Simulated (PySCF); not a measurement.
C2H8AlClN2, singlet, geometry from GFN2-xTB (such geometries of metal compounds can be far from the true shape); CASSCF(2,4)/STO-3G run with PySCF.

PySCF was given this input:
```python
from pyscf import gto, scf, mcscf
import numpy

mol = gto.M(
    atom='''
Al    0.10903626    0.02215179    0.13352927
Cl    0.50394860    1.81887898    0.98050580
N    -1.02577499   -0.12910244   -1.23941141
C    -1.80402514    0.88170086   -1.94504158
H    -1.19614093   -1.04557228   -1.63472195
H    -2.87826250    0.68376676   -1.86951975
H    -1.53569162    0.92428305   -3.00572590
H    -1.60322913    1.85649479   -1.50142781
N     0.91183397   -1.43890997    0.77285311
C     0.82076418   -2.83368016    0.36999260
H     1.55389429   -1.33811361    1.55286531
H     0.45058392   -3.46339451    1.18566454
H     1.79278563   -3.22294436    0.04977082
H     0.12861574   -2.91547305   -0.46518230
''',
    basis='sto-3g',
    verbose=4,
)

mf = scf.RHF(mol)
mf.kernel()
mc = mcscf.CASSCF(mf, 4, 2)
mc.kernel()
occ = numpy.linalg.eigvalsh(mc.fcisolver.make_rdm1(mc.ci, mc.ncas, mc.nelecas))[::-1]
ss = mc.fcisolver.spin_square(mc.ci, mc.ncas, mc.nelecas)[0]
print('natural occupations', occ.round(4), ' <S^2>', round(ss, 4))
```

Output, abridged:

```
PySCF version 2.14.0

[INPUT] verbose = 4
[INPUT] num. atoms = 14
[INPUT] num. electrons = 64
[INPUT] charge = 0
[INPUT] spin (= nelec alpha-beta = 2S) = 0
[INPUT] symmetry False subgroup None
[INPUT] Mole.unit = angstrom
[INPUT] Symbol           X                Y                Z      unit          X                Y                Z       unit  Magmom
[...]
nuclear repulsion = 346.733096702443
number of shells = 30
number of NR pGTOs = 138
number of NR cGTOs = 46
basis = sto-3g
ecp = {}

******** <class 'pyscf.scf.hf.RHF'> ********
method = RHF
initial guess = minao
damping factor = 0
level_shift factor = 0
DIIS = <class 'pyscf.scf.diis.CDIIS'>
diis_start_cycle = 1
diis_space = 8
diis_damp = 0
SCF conv_tol = 1e-09
SCF conv_tol_grad = None
SCF max_cycles = 50
direct_scf = True
direct_scf_tol = 1e-13
Set gradient conv threshold to 3.16228e-05
Initial guess from minao.
init E= -880.890171376653
[...]
cycle= 1 E= -880.62893356215  delta_E= 0.261  |g|= 0.488  |ddm|= 4.47
[...]
cycle= 2 E= -880.707685208507  delta_E= -0.0788  |g|= 0.135  |ddm|= 0.836
[...]
cycle= 3 E= -880.714178538244  delta_E= -0.00649  |g|= 0.0274  |ddm|= 0.214
[...]
cycle= 4 E= -880.71456398692  delta_E= -0.000385  |g|= 0.00275  |ddm|= 0.0615
[...]
cycle= 5 E= -880.71456872226  delta_E= -4.74e-06  |g|= 0.000574  |ddm|= 0.00656
[...]
cycle= 6 E= -880.71456891477  delta_E= -1.93e-07  |g|= 0.000103  |ddm|= 0.00132
[...]
cycle= 7 E= -880.714568920377  delta_E= -5.61e-09  |g|= 1.29e-05  |ddm|= 0.000229
[...]
cycle= 8 E= -880.714568920476  delta_E= -9.87e-11  |g|= 2.21e-06  |ddm|= 2.96e-05
[...]
Extra cycle  E= -880.714568920478  delta_E= -1.59e-12  |g|= 7.18e-07  |ddm|= 4.15e-06
converged SCF energy = -880.714568920478

******** <class 'pyscf.mcscf.mc1step.CASSCF'> ********
CAS (1e+1e, 4o), ncore = 31, nvir = 11
max_cycle_macro = 50
max_cycle_micro = 4
conv_tol = 1e-07
conv_tol_grad = None
orbital rotation max_stepsize = 0.02
orbital rotation threshold for CI restart = 0.01
augmented hessian ah_max_cycle = 30
augmented hessian ah_conv_tol = 1e-12
augmented hessian ah_linear dependence = 1e-14
augmented hessian ah_level shift = 1e-08
augmented hessian ah_start_tol = 2.5
augmented hessian ah_start_cycle = 3
augmented hessian ah_grad_trust_region = 3
kf_trust_region = 3
kf_interval = 4
ci_response_space = 4
ci_grad_trust_region = 3
with_dep4 0
natorb = False
canonicalization = True
sorting_mo_energy = False
ao2mo_level = 2
internal_rotation = False
******** <class 'pyscf.fci.direct_spin1.FCISolver'> ********
max. cycles = 50
conv_tol = 1e-08
davidson only = False
linear dependence = 1e-12
level shift = 0.001
max iter space = 12
nroots = 1
pspace_size = 400
spin = None
CASCI E = -880.715665508024  S^2 = 0.0000000
Set conv_tol_grad to 0.000316228
macro iter   1 ( 21 JK    4 micro), CASSCF E = -880.716087890877  dE = -4.22382853e-04  S^2 = 0.0000000
               |grad[o]|=0.00455  |grad[c]|=0.0148  |ddm|=0.0188  |maxRot[o]|=0.233
macro iter   2 ( 21 JK    4 micro), CASSCF E = -880.716251468463  dE = -1.63577586e-04  S^2 = 0.0000000
               |grad[o]|=0.00326  |grad[c]|=0.0047  |ddm|=0.00303  |maxRot[o]|=0.0719
macro iter   3 ( 21 JK    4 micro), CASSCF E = -880.716366220667  dE = -1.14752203e-04  S^2 = 0.0000000
               |grad[o]|=0.0026  |grad[c]|=0.00509  |ddm|=0.00212  |maxRot[o]|=0.062
macro iter   4 ( 21 JK    4 micro), CASSCF E = -880.716440227358  dE = -7.40066912e-05  S^2 = 0.0000000
               |grad[o]|=0.00217  |grad[c]|=0.00535  |ddm|=0.00184  |maxRot[o]|=0.051
macro iter   5 ( 21 JK    4 micro), CASSCF E = -880.716482164564  dE = -4.19372062e-05  S^2 = 0.0000000
               |grad[o]|=0.00189  |grad[c]|=0.00557  |ddm|=0.00162  |maxRot[o]|=0.041
macro iter   6 ( 21 JK    4 micro), CASSCF E = -880.716501864769  dE = -1.97002043e-05  S^2 = 0.0000000
               |grad[o]|=0.00173  |grad[c]|=0.00576  |ddm|=0.00144  |maxRot[o]|=0.0312
macro iter   7 ( 21 JK    4 micro), CASSCF E = -880.716531002460  dE = -2.91376913e-05  S^2 = 0.0000000
               |grad[o]|=0.00166  |grad[c]|=0.00568  |ddm|=0.00161  |maxRot[o]|=0.0511
macro iter   8 (  7 JK    2 micro), CASSCF E = -880.716737104044  dE = -2.06101585e-04  S^2 = 0.0000000
               |grad[o]|=0.00169  |grad[c]|=0.0104  |ddm|= 0.01  |maxRot[o]|=0.067
macro iter   9 ( 12 JK    3 micro), CASSCF E = -880.717510943481  dE = -7.73839436e-04  S^2 = 0.0000000
               |grad[o]|=0.00196  |grad[c]|=0.0489  |ddm|=0.0444  |maxRot[o]|=0.137
macro iter  10 ( 21 JK    4 micro), CASSCF E = -880.719026442970  dE = -1.51549949e-03  S^2 = 0.0000000
               |grad[o]|=0.0035  |grad[c]|=0.0205  |ddm|=0.0252  |maxRot[o]|=0.203
macro iter  11 ( 21 JK    4 micro), CASSCF E = -880.722802108434  dE = -3.77566546e-03  S^2 = 0.0000000
               |grad[o]|=0.0061  |grad[c]|=0.0659  |ddm|=0.0661  |maxRot[o]|=0.157
macro iter  12 ( 21 JK    4 micro), CASSCF E = -880.726466124621  dE = -3.66401619e-03  S^2 = 0.0000000
               |grad[o]|=0.0105  |grad[c]|=0.0145  |ddm|=0.00634  |maxRot[o]|=0.158
macro iter  13 ( 21 JK    4 micro), CASSCF E = -880.728892836980  dE = -2.42671236e-03  S^2 = 0.0000000
               |grad[o]|=0.00887  |grad[c]|=0.012  |ddm|=0.00411  |maxRot[o]|=0.159
macro iter  14 ( 21 JK    4 micro), CASSCF E = -880.729680568669  dE = -7.87731689e-04  S^2 = 0.0000000
               |grad[o]|=0.00467  |grad[c]|=0.00824  |ddm|=0.00389  |maxRot[o]|=0.274
macro iter  15 ( 21 JK    4 micro), CASSCF E = -880.730054858329  dE = -3.74289660e-04  S^2 = 0.0000000
               |grad[o]|=0.00239  |grad[c]|=0.00313  |ddm|=0.00228  |maxRot[o]|=0.304
macro iter  16 ( 18 JK    4 micro), CASSCF E = -880.730121662681  dE = -6.68043519e-05  S^2 = 0.0000000
               |grad[o]|=0.00121  |grad[c]|=0.00201  |ddm|=0.000716  |maxRot[o]|=0.0972
macro iter  17 ( 13 JK    3 micro), CASSCF E = -880.730130917307  dE = -9.25462609e-06  S^2 = 0.0000000
               |grad[o]|=0.000512  |grad[c]|=0.000266  |ddm|=0.000184  |maxRot[o]|=0.0122
macro iter  18 (  5 JK    1 micro), CASSCF E = -880.730131138128  dE = -2.20821335e-07  S^2 = 0.0000000
               |grad[o]|=6.96e-05  |grad[c]|=8.87e-05  |ddm|=2.12e-05  |maxRot[o]|=0.00217
macro iter  19 (  1 JK    1 micro), CASSCF E = -880.730131138153  dE = -2.42152964e-11  S^2 = 0.0000000
               |grad[o]|=2.15e-05  |grad[c]|=6.52e-06  |ddm|=1.46e-06  |maxRot[o]|=    0
1-step CASSCF converged in  19 macro (329 JK  66 micro) steps
CASSCF canonicalization
Density matrix diagonal elements [1.98226817 0.00286893 0.00224237 0.01262053]
CASSCF energy = -880.730131138153
CASCI E = -880.730131138153  E(CI) = -1.89623500038022  S^2 = 0.0000000
natural occupations [1.9823e+00 1.7200e-02 5.0000e-04 0.0000e+00]  <S^2> 0.0
```
